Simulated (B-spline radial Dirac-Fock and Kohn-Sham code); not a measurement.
ΔSCF core binding energies without Breit or QED terms, calculated with an atomic code on a B-spline grid.

A sound run for atomic hafnium in the configuration [Xe] 4f14 5d2 6s2: The ground state converged in 12 iterations, with total energy -15088.73592 Ha, virial ratio 1.89451 and highest orbital energy -6.41 eV. ΔSCF binding energies: K (1s) 65665.2 eV, L3 (2p3/2) 9591.6 eV, M5 (3d5/2) 1670.1 eV.

A second run, with one unsound setting: The ground state converged in 10 iterations, with total energy -15085.64839 Ha, virial ratio 1.89370 and highest orbital energy 29.53 eV. ΔSCF binding energies: K (1s) 65645.5 eV, L3 (2p3/2) 9572.4 eV, M5 (3d5/2) 1651.4 eV.

```
iter   energy (Ha)        error
   1   -15083.76485619  2.17e+00
   2   -15083.40903762  3.31e-01
   3   -15085.46838555  1.32e-01
   4   -15085.64170707  1.68e-02
   5   -15085.63749067  2.82e-02
   6   -15085.64826735  2.77e-03
   7   -15085.64839183  1.14e-04
   8   -15085.64839247  1.05e-04
   9   -15085.64839260  3.15e-06
  10   -15085.64839260  3.00e-07
```

Question: Which fault fits the second run best?
A. unbound anion
B. speed of light below Z
C. too few iterations
D. box too small

Answer: D. The input had rmax = 3.0: rmax squeezes the outer orbitals.
